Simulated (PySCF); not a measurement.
A GIAO shielding run with PySCF 2.14.0 with density-fitted response routines (density fitting, non-relativistic, gas phase) on SMILES C1C[Si@H](C2CC2)O[SiH2]1, C$_{5}$H$_{12}$OSi$_{2}$:

```
$ OMP_NUM_THREADS=1 python probes_run.py task.json out

{"job": {"kind": "nmr", "xc": "WP04", "basis": "pcSseg-1", "pop": false}, "charge": 0, "multiplicity": 1}
C     -2.627209    -0.566366    -0.370598
C     -1.205455    -1.162907    -0.457028
Si     0.009556     0.281773    -0.647889
C      1.669149    -0.000734     0.124020
C      2.758537    -0.629683    -0.720835
C      2.868776     0.800614    -0.319638
O     -0.874191     1.489541     0.127093
Si    -2.453008     1.090685     0.534297
H     -3.347667    -1.254614     0.100178
H     -3.013238    -0.353312    -1.382741
H     -0.949503    -1.675353     0.487803
H     -1.114746    -1.920244    -1.252382
H      0.243060     0.668200    -2.076758
H      1.662188    -0.297457     1.179266
H      3.413573    -1.360396    -0.239125
H      2.538832    -0.856186    -1.769674
H      3.603310     1.068406     0.444526
H      2.727447     1.568598    -1.086669
H     -2.584475     0.963246     2.018643
H     -3.401679     2.140053     0.059299
```

Hardware: 1 thread of an Arm Neoverse N1, shared host. The job also computes ring-centre shieldings.

(1) How large is the calculation?

(2) How long does it take, and how much memory does it need?

(3) And these other runs on the same molecule and hardware: GIAO shielding at PBE0/pcSseg-1?

Answers

(1) 78 electrons, 210 basis functions and 1134 auxiliary functions.

(2) 72 s of wall time, with 15 SCF cycles and 3 response iterations; peak memory 1.1 GiB. Times on a shared host scatter by some tens of per cent.

(3) PBE0/pcSseg-1: 210 functions, 69 s.
